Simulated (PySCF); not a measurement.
## Polarisability and C₆ of Cl³⁺ (chlorine, charge +3)

[Ne] 3s2 3p2, high-spin 3P determinant. All numbers are calculated (PySCF 2.14, the non-relativistic Hamiltonian (point nucleus), in aug-cc-pV(5+d)Z (8s7p6d4f3g2h, 136 functions)). Coupled (time-dependent) response in atomic units; α is the mean over directions.

```json
{"method": "UHF", "mean α (bohr³)": "4.512", "α xx, yy, zz": "4.827, 4.354, 4.354", "C₆ (like pair)": "12.32", "S(−4)": "8.538"}
{"method": "PBE", "mean α (bohr³)": "4.360", "α xx, yy, zz": "4.639, 4.221, 4.221", "C₆ (like pair)": "11.81", "S(−4)": "7.366"}
{"method": "PBE0", "mean α (bohr³)": "4.384", "α xx, yy, zz": "4.677, 4.237, 4.237", "C₆ (like pair)": "11.89", "S(−4)": "7.523"}
```

S(−4) is the Cauchy moment in α(ω) = α(0) + S(−4) ω² + …

α(iu) at PBE:

```json
{"u (hartree)": "0", "α(iu) (bohr³)": "4.360"}
{"u (hartree)": "0.0500", "α(iu) (bohr³)": "4.342"}
{"u (hartree)": "0.100", "α(iu) (bohr³)": "4.288"}
{"u (hartree)": "0.200", "α(iu) (bohr³)": "4.089"}
{"u (hartree)": "0.300", "α(iu) (bohr³)": "3.802"}
{"u (hartree)": "0.500", "α(iu) (bohr³)": "3.128"}
{"u (hartree)": "0.750", "α(iu) (bohr³)": "2.353"}
{"u (hartree)": "1.00", "α(iu) (bohr³)": "1.767"}
{"u (hartree)": "1.50", "α(iu) (bohr³)": "1.062"}
{"u (hartree)": "2.00", "α(iu) (bohr³)": "0.7020"}
{"u (hartree)": "3.00", "α(iu) (bohr³)": "0.3801"}
{"u (hartree)": "5.00", "α(iu) (bohr³)": "0.1764"}
```

For an ion, C₆ is the dispersion term alone; charge-induced terms of lower order in 1/R come first.

The components differ because the open shell of this determinant is not spherical; for a pure term their mean is the scalar polarisability.
